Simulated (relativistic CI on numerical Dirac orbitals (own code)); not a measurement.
# Forbidden transitions in Re XXIII

Calculated at this level of theory: Dirac-Coulomb-Breit CI, KLI orbitals optimised for each configuration, model QED (radiative potential, 1s self-energy scaled to tabulated hydrogen-like ionisation energies), unscaled Slater integrals (own radial code, finite nucleus).

Configurations in the expansion (outside the closed core [Ar] 3d10 4p6 4d10): 4s2 4f7, 4s2 4f6 5s, 4s2 4f5 5s2, 4s2 4f6 6s, 4f9. Levels of other configurations are missing.

| λ vac (Å) | Lower | Upper | Type | A (s⁻¹) | gf | Branching (%) |
| --- | --- | --- | --- | --- | --- | --- |
| 966.89 | 4s2 4f7 8S°_7/2 [1] | 4s2 4f7 6I°_7/2 [16] | M1 | 9.31e+01 | 1.04e-07 | 8.5 |
| 995.76 | 4s2 4f7 8S°_7/2 [1] | 4s2 4f7 6D°_5/2 [14] | M1 | 4.19e+02 | 3.74e-07 | 70.0 |
| 1040.8 | 4s2 4f7 8S°_7/2 [1] | 4s2 4f7 6D°_7/2 [12] | M1 | 4.48e+02 | 5.82e-07 | 84.5 |
| 1121.6 | 4s2 4f7 8S°_7/2 [1] | 4s2 4f7 6D°_9/2 [11] | M1 | 6.49e+01 | 1.22e-07 | 34.4 |
| 1325.6 | 4s2 4f7 8S°_7/2 [1] | 4s2 4f7 6I°_7/2 [4] | M1 | 1.05e+02 | 2.20e-07 | 76.7 |
| 1396.2 | 4s2 4f7 8S°_7/2 [1] | 4s2 4f7 6P°_5/2 [3] | M1 | 1.09e+03 | 1.91e-06 | 99.3 |
| 1532.9 | 4s2 4f7 8S°_7/2 [1] | 4s2 4f7 6P°_7/2 [2] | M1 | 1.10e+03 | 3.11e-06 | 100.0 |
| 2300.8 | 4s2 4f7 6P°_5/2 [3] | 4s2 4f7 6G°_3/2 [21] | M1 | 1.76e+02 | 5.57e-07 | 50.3 |
| 2345.6 | 4s2 4f7 6P°_7/2 [2] | 4s2 4f7 4F°_5/2 [17] | M1 | 2.51e+02 | 1.24e-06 | 38.2 |
| 2427.7 | 4s2 4f7 6I°_9/2 [6] | 4s2 4f7 6G°_7/2 [24] | M1 | 1.74e+02 | 1.23e-06 | 30.6 |
| 2435.9 | 4s2 4f7 6I°_9/2 [6] | 4s2 4f7 4G°_9/2 [23] | M1 | 1.12e+02 | 9.94e-07 | 16.8 |
| 2618.6 | 4s2 4f7 6P°_7/2 [2] | 4s2 4f7 6I°_7/2 [16] | M1 | 4.40e+02 | 3.62e-06 | 40.4 |
| 2646.8 | 4s2 4f7 6I°_11/2 [8] | 4s2 4f7 4G°_9/2 [23] | M1 | 2.61e+02 | 2.74e-06 | 39.4 |
| 2758.9 | 4s2 4f7 6P°_5/2 [3] | 4s2 4f7 4F°_5/2 [17] | M1 | 3.29e+02 | 2.25e-06 | 49.9 |
| 2799.1 | 4s2 4f7 6I°_15/2 [9] | 4s2 4f7 6G°_13/2 [22] | M1 | 1.31e+02 | 2.15e-06 | 68.9 |
| 2926.8 | 4s2 4f7 6I°_17/2 [7] | 4s2 4f7 4N°_17/2 [20] | M1 | 2.00e+02 | 4.62e-06 | 88.0 |
| 3224.2 | 4s2 4f7 6D°_9/2 [11] | 4s2 4f7 4G°_9/2 [23] | M1 | 1.88e+02 | 2.93e-06 | 28.3 |
| 3460.6 | 4s2 4f7 6P°_5/2 [3] | 4s2 4f7 6D°_3/2 [15] | M1 | 1.90e+02 | 1.36e-06 | 71.3 |
| 3572.8 | 4s2 4f7 6I°_7/2 [4] | 4s2 4f7 6I°_7/2 [16] | M1 | 4.65e+02 | 7.11e-06 | 42.6 |
| 4180.5 | 4s2 4f7 6P°_7/2 [2] | 4s2 4f7 6D°_9/2 [11] | M1 | 9.40e+01 | 2.46e-06 | 49.8 |

Terms are leading LS components. Brackets give the number of a level in order of energy, since labels repeat. The list gives strong lines, with weight on those to low levels, among the lowest 200 of 1875 levels, so that lines to higher ones, which can be the strongest, are missing. Levels whose partners in the same complex of configurations lie outside the list can be far off, and so can their lines. Rates are taken at the computed energies, electric ones in the length gauge.

At this charge energies of transitions that change n are usually good to better than 1 %, and those within a shell (Δn = 0) to a few per cent. Terms inside the open d or f shell come out 10 to 20 % too wide with unscaled integrals.

LS names give the leading component of a level, which can be under half, so a name can repeat, a term be missing and a line seem to break the LS rules.
